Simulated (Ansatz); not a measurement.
Other settings, tried on Cu3⁻.

```yaml
crystal:
  periodic: [false, false, false]
  atoms:
    - {symbol: Cu, position_ang: [0.053208, 1.672555, -1.599552]}
    - {symbol: Cu, position_ang: [-0.053269, -1.672557, 1.599550]}
    - {symbol: Cu, position_ang: [0.000061, 0.000002, 0.000003]}
basis:
  gaussian: {orbitals: def2-SVPD}
total_charge: -1
magnetization: {spin_polarized: true, initial_magnetization: 0}
hamiltonian: {xc: {name: RPBE}, dispersion: d3bj}
scf: {omitted_lower_state_checks: [starts]}
```

```sh
$ ansatz run in.yaml --threads 4 --pin off --events-out ev --progress --plain --max-ram 3916MiB
```

Shortened log:

```
Functional definition: RPBE
1200 factors; their error is unknown
mean field evaluation 1: about -133893.7435 eV, gradient 5.1e1 eV
mean field evaluation 2: about -133866.8584 eV, gradient 1.0e2 eV
mean field evaluation 4: about -133899.5083 eV, gradient 2.0e1 eV
mean field evaluation 8: about -133900.5399 eV, gradient 1.4e-1 eV
mean field evaluation 16: about -133900.5401 eV, gradient 9.0e-5 eV
a density is far from that of the atoms, so the factors are made again for it
1173 factors; integrals over basis functions are off by at most 5.6e-4 eV
mean field -133900.54006347 eV, -4920.7540862868 hartree, gradient 1.8e-5 eV, S^2 0.000000; 0 other end points of the search recorded, 0 dependent functions left out
reference -133900.54009541 eV, -4920.7540874603 hartree; 44, 44 occupied and 58, 58 virtual orbitals, 1173 factors
Total energy: -133901.35636665 eV, -4920.7840848751 hartree
Checks for a lower state left out: starts
```

Hardware: 4 threads of Arm Neoverse N1 on a shared host. Wall time 5.5 s.
